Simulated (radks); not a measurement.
Problem. Radial electron density D(r) = 4 pi r^2 rho(r) of an atom or ion with 49 electrons. Method: scalar-relativistic Kohn-Sham, exchange-only LDA, spin-polarised, spherical densities, point nucleus; computed with a radial shooting solver on a logarithmic mesh with Libxc functionals.

```
   r/bohr * D(r) (the largest magnitude, 97.8, reaches the edge; | marks zero)
 0.003977 |            *
 0.004557 |              *
 0.005221 |                 *
 0.005981 |                    *
 0.006853 |                        *
 0.007851 |                           *
 0.008995 |                               *
  0.01031 |                                  *
   0.0119 |                                     *
  0.01363 |                                       *
  0.01562 |                                         *
   0.0179 |                                         *
   0.0205 |                                        *
  0.02349 |                                       *
  0.02691 |                                     *
  0.03083 |                                    *
  0.03533 |                                    *
  0.04047 |                                     *
  0.04637 |                                        *
  0.05312 |                                             *
  0.06086 |                                                  *
  0.07029 |                                                     *
  0.08053 |                                                      *
  0.09226 |                                                    *
   0.1057 |                                               *
   0.1211 |                                          *
   0.1387 |                                       *
    0.159 |                                        *
   0.1821 |                                           *
   0.2086 |                                              *
    0.239 |                                             *
   0.2739 |                                       *
   0.3138 |                              *
   0.3595 |                     *
   0.4151 |                *
   0.4756 |                *
   0.5449 |                 *
   0.6243 |                  *
   0.7153 |                *
   0.8195 |             *
   0.9388 |        *
    1.076 |     *
    1.232 |   *
    1.412 |  *
    1.617 | *
    1.853 |*
     2.14 *
    2.452 *
    2.809 *
    3.218 *
    3.687 *
    4.224 *
```

What is the nuclear charge?

Solution. Z = 57. The innermost maximum, from 1s, lies near gamma/Z bohr with gamma = sqrt(1 - (Z/c)^2) = 0.909, here 0.016 bohr (found: 0.0175), and its height grows with Z. The density is that of the lanthanum ion La8+ in [Kr] 4d10 5s2 5p1; the configuration itself is not fixed sharply by these data, and Z only to a few units. D(r) has 4 maxima, at r = 0.0175, 0.0774, 0.219, 0.609 bohr, and minima at 0.0337, 0.144, 0.450 bohr, inside which lie 1.96, 11.17, 28.99 electrons.
